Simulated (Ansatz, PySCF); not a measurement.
Noncovalent pair: HF (SMILES F) (first 2 atoms) with CH6Si (SMILES C[SiH3]); geometry from B3LYP-D3(BJ)/def2-TZVP.
(charge 0, multiplicity 1):
| atom | x (Å) | y (Å) | z (Å) |
|---|---|---|---|
| F | 0.4622 | 0.6342 | -0.3607 |
| H | 0.7698 | 0.1600 | 0.3807 |
| C | -1.2014 | 0.5199 | 2.6556 |
| Si | 0.2964 | -0.5380 | 3.0190 |
| H | -0.9048 | 1.5291 | 2.3663 |
| H | -1.8417 | 0.5905 | 3.5367 |
| H | -1.7883 | 0.0970 | 1.8390 |
| H | 1.1703 | -0.6310 | 1.8088 |
| H | -0.0782 | -1.9256 | 3.3732 |
| H | 1.1324 | 0.0369 | 4.0969 |

Basis-set superposition error: the interaction energy with monomers in their own basis, and in the dimer's basis (counterpoise).

The values were computed with Ansatz (Gaussian orbitals); PySCF for 6-31G* rows. 

| level | uncorrected (kcal/mol) | counterpoise (kcal/mol) | difference |
|---|---|---|---|
| SVWN5/def2-TZVPPD | -5.67 | -5.58 | 0.09 |
| PBE/def2-TZVPPD | -2.96 | -2.90 | 0.06 |
| B3LYP/def2-TZVPPD | -2.06 | -2.00 | 0.06 |
| PBE0/def2-TZVPPD | -2.61 | -2.56 | 0.05 |
| BHLYP/def2-TZVPPD | -2.20 | -2.16 | 0.05 |
| CAM-B3LYP/def2-TZVPPD | -2.58 | -2.52 | 0.06 |
| wB97X-V/def2-TZVPPD | -2.78 | -2.73 | 0.05 |
| B2PLYP/def2-TZVPPD | -2.30 | -2.13 | 0.16 |
| MP2/6-31G* | -2.12 | -0.11 | 2.01 |
| SCS-MP2/aug-cc-pV(D+d)Z | -2.48 | -1.45 | 1.03 |

The error is largest for MP2/6-31G* (2.01 kcal/mol) and smallest for BHLYP/def2-TZVPPD (0.05 kcal/mol).

Ansatz is a quantum-chemistry and plane-wave program.
